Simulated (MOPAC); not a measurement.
MOPAC input (PM3):

```
PM3 PRECISE GNORM=0.05 LET XYZ CHARGE=-1 GEO-OK AUX(PRECISION=9) THREADS=1
C2HCl4

C    -0.82887000 1    0.04033900 1    0.27540500 1
C     0.65302600 1   -0.04629900 1   -0.02558100 1
Cl    1.33388900 1   -1.61785500 1    0.59742100 1
Cl    1.54924600 1    1.29747400 1    0.81855200 1
Cl   -1.54790100 1   -1.30891400 1   -0.83225800 1
Cl   -1.33073600 1    1.63090200 1   -0.60926900 1
H     0.97858500 1    0.00845700 1   -1.06452000 1
```

From the output:

```
                                                       MOPAC v23.2.5 Linux

          FINAL HEAT OF FORMATION =        -43.73228 KCAL/MOL =    -182.97586 KJ/MOL

          COSMO AREA              =        147.33 SQUARE ANGSTROMS
          COSMO VOLUME            =        143.80 CUBIC ANGSTROMS

          GRADIENT NORM           =          0.03441          =       0.01300 PER ATOM
          IONIZATION POTENTIAL    =          2.590915 EV
          HOMO LUMO ENERGIES (EV) =         -2.591  5.253
          NO. OF FILLED LEVELS    =         19
          MOLECULAR WEIGHT        =        166.8419         POINT GROUP:  Cs

          MOLECULAR DIMENSIONS (Angstroms)

            Atom       Atom       Distance
           Cl     6   Cl     3     4.22282
           Cl     5   Cl     4     4.21656
            H     7   Cl     6     1.76850

          SCF CALCULATIONS        =         27

   ATOM   CHEMICAL          X               Y               Z
  NUMBER   SYMBOL      (ANGSTROMS)     (ANGSTROMS)     (ANGSTROMS)

     1       C         -0.57521935  *   0.07931477  *  -0.48517753  *
     2       C          0.79536441  *  -0.04045998  *  -0.24047405  *
     3      Cl          1.19932659  *  -1.63464064  *   0.65601996  *
     4      Cl          1.41794442  *   1.32473685  *   0.88030439  *
     5      Cl         -1.57202480  *  -1.26195336  *  -0.60323566  *
     6      Cl         -1.36405846  *   1.55414617  *  -0.38940729  *
     7       H          1.52910732  *  -0.03167494  *  -1.07315644  *

                             CARTESIAN COORDINATES

   1    C       -0.575219354     0.079314768    -0.485177532
   2    C        0.795364411    -0.040459980    -0.240474050
   3   Cl        1.199326586    -1.634640640     0.656019962
   4   Cl        1.417944421     1.324736846     0.880304388
   5   Cl       -1.572024796    -1.261953358    -0.603235656
   6   Cl       -1.364058458     1.554146166    -0.389407292
   7    H        1.529107318    -0.031674940    -1.073156436

           Empirical Formula: C2 H Cl4  =     7 atoms

      MOLECULAR POINT GROUP   :   Cs

                  EIGENVALUES
 -52.71118 -50.57864 -49.54897 -48.36965 -23.48747 -14.82759 -11.04603 -10.68737
  -9.83018  -7.94888  -6.98960  -6.42396  -6.34833  -6.12770  -6.10360  -5.82576
  -5.76590  -5.42382  -2.59091   5.25349   5.29140   6.28798   8.03111   8.13546
   9.51089

              NET ATOMIC CHARGES AND DIPOLE CONTRIBUTIONS

  ATOM NO.   TYPE          CHARGE      No. of ELECS.   s-Pop       p-Pop
    1          C          -0.741266        4.7413     1.25227     3.48900
    2          C           0.328299        3.6717     1.21175     2.45996
    3         Cl          -0.321001        7.3210     1.98678     5.33423
    4         Cl          -0.320674        7.3207     1.98677     5.33391
    5         Cl           0.010995        6.9890     1.97270     5.01630
    6         Cl           0.010952        6.9890     1.97270     5.01635
    7          H           0.032694        0.9673     0.96731
 DIPOLE           X         Y         Z       TOTAL
 POINT-CHG.    -0.850     0.138    -0.967     1.295
 HYBRID         0.303    -0.028     0.078     0.315
 SUM           -0.547     0.110    -0.889     1.050

          ATOMIC ORBITAL ELECTRON POPULATIONS

     Atom    s        px        py        pz
    1  C   1.25227   0.95349   0.87381   1.66170
    2  C   1.21175   0.90429   0.69798   0.85768
    3 Cl   1.98678   1.96017   1.52500   1.84906
    4 Cl   1.98677   1.91585   1.65020   1.76786
    5 Cl   1.97270   1.64860   1.38418   1.98352
    6 Cl   1.97270   1.77368   1.25634   1.98632
    7  H   0.96731

 **********************
 *                    *
 * JOB ENDED NORMALLY *
 *                    *
 **********************

 == MOPAC DONE ==
```

The dipole moment of an ion depends on the origin.

The geometry given is a B3LYP-D3(BJ)/def2-TZVP minimum.
